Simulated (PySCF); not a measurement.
**Frontier levels across methods**

C5H15ClSi2.
SMILES with atom numbers: `[CH3:1][Si:2]([CH3:3])([CH3:4])[Si:5]([CH3:6])([CH3:7])[Cl:8]` (hydrogens: H9, H10, H11 on C1; H12, H13, H14 on C3; H15, H16, H17 on C4; H18, H19, H20 on C6; H21, H22, H23 on C7)

Cartesian coordinates in Å at the PBE0-D3(BJ)/def2-SVP level; atoms count from 1:
```
atom  x, y, z in Å
C1    -1.364    1.588   -1.270
Si2   -0.981    0.132   -0.135
C3    -1.533    0.514    1.629
C4    -1.835   -1.425   -0.769
Si5    1.333   -0.234   -0.250
C6     1.924   -1.751    0.685
C7     2.371    1.262    0.201
Cl8    1.659   -0.608   -2.304
H9    -0.976    1.391   -2.282
H10   -0.900    2.516   -0.903
H11   -2.451    1.758   -1.345
H12   -1.291   -0.313    2.315
H13   -2.624    0.671    1.664
H14   -1.051    1.427    2.012
H15   -2.926   -1.281   -0.826
H16   -1.467   -1.677   -1.775
H17   -1.641   -2.286   -0.110
H18    2.996   -1.929    0.505
H19    1.775   -1.610    1.768
H20    1.369   -2.648    0.374
H21    3.440    1.066    0.019
H22    2.241    1.510    1.267
H23    2.077    2.139   -0.396
```

Basis pcSseg-1 throughout (PySCF), one geometry. Geometry: PBE0-D3(BJ)/def2-SVP; no solvent, vibrations or thermal averaging.

**Question.** How do the orbital energies, the gap and the dipole change with the method?

**Answer.** 
```json
{"method": "OPBE", "kind": "GGA", "HOMO (eV)": "-6.05", "LUMO (eV)": "-0.26", "gap (eV)": "5.78", "μ (D)": "2.49", "SCF cycles": "14"}
{"method": "B97-D", "kind": "GGA", "HOMO (eV)": "-6.06", "LUMO (eV)": "-0.28", "gap (eV)": "5.78", "μ (D)": "2.48", "SCF cycles": "13"}
{"method": "KT2", "kind": "GGA", "HOMO (eV)": "-6.16", "LUMO (eV)": "-0.62", "gap (eV)": "5.53", "μ (D)": "2.43", "SCF cycles": "13"}
{"method": "KT3", "kind": "GGA", "HOMO (eV)": "-6.19", "LUMO (eV)": "-0.47", "gap (eV)": "5.72", "μ (D)": "2.42", "SCF cycles": "13"}
{"method": "B3LYP", "kind": "global hybrid", "HOMO (eV)": "-7.03", "LUMO (eV)": "0.22", "gap (eV)": "7.25", "μ (D)": "2.51", "SCF cycles": "12"}
{"method": "PBE0", "kind": "global hybrid", "HOMO (eV)": "-7.22", "LUMO (eV)": "0.39", "gap (eV)": "7.62", "μ (D)": "2.57", "SCF cycles": "12"}
{"method": "LC-wPBE", "kind": "range-separated hybrid", "HOMO (eV)": "-9.79", "LUMO (eV)": "2.57", "gap (eV)": "12.35", "μ (D)": "2.67", "SCF cycles": "13"}
{"method": "HF", "kind": "Hartree–Fock", "HOMO (eV)": "-9.96", "LUMO (eV)": "3.38", "gap (eV)": "13.34", "μ (D)": "2.75", "SCF cycles": "9"}
```

The HOMO spans 3.91 eV, from OPBE down to HF, and the gap runs from 5.53 eV (KT2) to 13.34 eV (HF). Over the methods OPBE (0 %), B97-D (0 %), KT2 (0 %), KT3 (0 %), B3LYP (20 %), PBE0 (25 %), HF (100 %), a straight line through the gap against the share of exact exchange rises by 0.76 eV for each 10 % (correlation coefficient 1.000). The dipole ranges from 2.42 D (KT3) to 2.75 D (HF). This basis has no diffuse functions.

The vertical ΔSCF ionisation energy at CAM-B3LYP/def2-SVPD is 9.00 eV; −ε(HOMO) comes closest to it with LC-wPBE (9.79 eV).
